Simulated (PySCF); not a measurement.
Nb(F)3(OH)2 (F₃H₂NbO₂), SMILES [F][Nb]([OH])([F])([OH])[F], multiplicity 1. Heavy atoms are numbered as in [Nb:1]([F:2])([F:3])([F:4])([OH:5])[OH:7]. Hydrogens are named by the atom that carries them.

Geometry optimised at r2SCAN-D4/def2-SVP. The geometry has at least one imaginary mode, so it is a saddle point at that level. The multiplicity is an assumed one; no other spin state was optimised. The structure was generated by enumeration; whether it is a known compound was not checked. The def2 effective core potentials stand for the cores of Nb; spin–orbit coupling is left out. One conformer was computed; it need not be the lowest.

Level of theory: HF/def2-TZVP run with PySCF.

ESP charges are fitted to the potential on shells at 1.4 to 2.0 van der Waals radii. Atomic charges (e), one atom of each kind:

```csv
atom,Löwdin,ESP fit,Mulliken
Nb1,___,2.38,2.65
F2,___,-0.46,-0.54
O5 (OH),___,-1.06,-0.89
H on O5,___,0.57,0.38
```

### Question
What belongs in the gaps? (The exact figures need the calculation; the answer reports its results.)

### Answer

- Nb1, Löwdin: 1.40
- F2, Löwdin: -0.33
- O5 (OH), Löwdin: -0.39
- H on O5, Löwdin: 0.18
